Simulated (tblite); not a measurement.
Compound: C5H7FOSi.
Numbering: `[CH3:1][CH2:2][Si@@H:3]1[C:4](=[O:5])[CH:6]=[C:7]1[F:8]` (hydrogens: H9, H10, H11 on C1; H12, H13 on C2; H14 on Si3; H15 on C6)

Computed geometry: GFN2-xTB, gas phase.

Problem. List the bond lengths, angles and torsions at this level.

Solution. 
```
                 bond  length (Å)
                C1–C2       1.529
               C2–Si3       1.901
               Si3–C4       1.956
                C4=O5       1.204
                C4–C6       1.475
                C6=C7       1.344
                C7–F8       1.334
               Si3–C7       1.920
C1–H9, C1–H10, C1–H11       1.088
               C2–H12       1.091
               C2–H13       1.091
              Si3–H14       1.461
               C6–H15       1.077
```

Bonds in one row agree within 0.01 Å and their mean is given. A selection of angles:
```
    angle  degrees
C1–C2–Si3    113.1
C2–Si3–C4    118.7
C2–Si3–C7    115.6
C4–Si3–C7     68.5
Si3–C4–O5    137.9
Si3–C4–C6     92.1
 O5–C4–C6    129.9
 C4–C6–C7    101.3
 C6–C7–F8    125.8
Si3–C7–C6     98.1
Si3–C7–F8    136.1
```

Torsions: C1–C2–Si3–C4 41° (synclinal); C2–Si3–C4–O5 71° (synclinal); Si3–C4–C6–C7 0° (synperiplanar); C4–C6–C7–F8 180° (antiperiplanar); C2–Si3–C7–C6 113° (anticlinal).

The 3 C–Si bonds span 1.901 Å (C2–Si3, drawn single) to 1.956 Å (Si3–C4, drawn single), a spread of 0.055 Å. The 4-membered ring Si3–C4–C6–C7 has internal angles of 68.5° to 101.3°; it is planar, 0.00 Å rms from its mean plane, widest ring torsion 0°. Si3 (SiH silicon) has angles from 68.5° to 118.7°. The 3 C–C bonds span 1.344 Å (C6=C7, drawn double) to 1.529 Å (C1–C2, drawn single), a spread of 0.185 Å.

Point group: C1 (no symmetry element, even within 0.4 Å). Its GFN2-xTB frequencies are all real (lowest 38 cm⁻¹). One conformer, not necessarily the lowest.
